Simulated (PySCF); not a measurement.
Ionisation energy of Pd²⁺ by level of theory

Pd²⁺ [Kr] 4d8 (3F) → Pd³⁺ [Kr] 4d7 (4F), as a difference of total energies. All numbers are calculated (PySCF 2.14, scalar relativity by spin-free X2C-1e, in ANO-RCC-VTZP (7s6p4d2f1g, 68 functions)). Correlated levels: valence: [Kr] frozen; valence and next inner shell: [Ar] 3d10 frozen. The calculations carry no spin-orbit coupling.

Question: Order these methods by the ionisation energy they give, lowest first.
A. MP2 (valence and next inner shell)
B. LDA
C. PBE
D. MP2 (valence)

Answer: D (32.835 eV), A (32.876 eV), C (33.260 eV), B (33.612 eV).

A first-order spin-orbit estimate (lowest level to lowest level, LS coupling) adds -0.028 eV.

Errors of the correlated levels include the incompleteness of this basis and the frozen core.

For comparison: 32.93 eV (semi-empirical (NIST evaluation); NIST Atomic Spectra Database, ionization energies).
